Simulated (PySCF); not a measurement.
**Solvent effects on NMR parameters**

Structure with atom numbers: `[CH:1]#[C:2][C@@:3]1([CH3:4])[C@@H:5]2[C@@H:6]3[CH2:7][C@H:8]1[C@H:9]23` (H(Xn): hydrogen on atom n). Ha(C7) is cis to C3 on the ring; Hb(C7) is trans to C3 on the ring.

GIAO PBE0/pcSseg-1 in PySCF on one PBE0-D3(BJ)/def2-SVP conformer, non-relativistic, equivalent nuclei averaged. Solvents enter as an IEF-PCM continuum (chloroform with ε = 4.7, water with ε = 78.4) around the gas-phase geometry. Shifts are referred to TMS computed in the same medium.

In chloroform, δ in ppm: C2 98.4, C1 72.3, C8 51.8, C3 43.0, C9 34.9, C7 34.5, C5 29.6, C4 22.7, C6 20.6, H(C9) 3.18, Hb(C7) 2.54, H(C1) 2.16, H(C8) 2.13, Ha(C7) 1.88. Dipole moment 1.04 D.

Task: How does each δ change in the more polar medium?

Result: 
```
 atoms                               environment  Δδ, water
    C2                             alkyne carbon       +1.0
    C1                    terminal alkyne carbon       +0.5
    C8                          sp3 CH in a ring       +0.3
    C3         propargylic quaternary sp3 carbon       +0.3
    C9                three-membered-ring carbon       +0.1
    C7                         sp3 CH2 in a ring       +0.2
    C5                three-membered-ring carbon       +0.2
    C4                             methyl carbon       +0.2
    C6                three-membered-ring carbon       +0.4
 H(C9)  hydrogen on a three-membered-ring carbon      +0.03
Hb(C7)          hydrogen on an sp3 CH2 in a ring      +0.04
 H(C1)      hydrogen on a terminal alkyne carbon      +0.14
 H(C8)           hydrogen on an sp3 CH in a ring      +0.01
Ha(C7)          hydrogen on an sp3 CH2 in a ring      +0.03
```

Changes are relative to chloroform. The dipole moment becomes 1.16 D in water.

Task: Which nuclei move most (in ppm), and what does the model miss?

Result: C2 (alkyne carbon, +1.0 ppm) in water. A continuum only polarises the solute; specific hydrogen bonds, the anisotropy of aromatic solvents and changes of geometry or conformer are outside it.
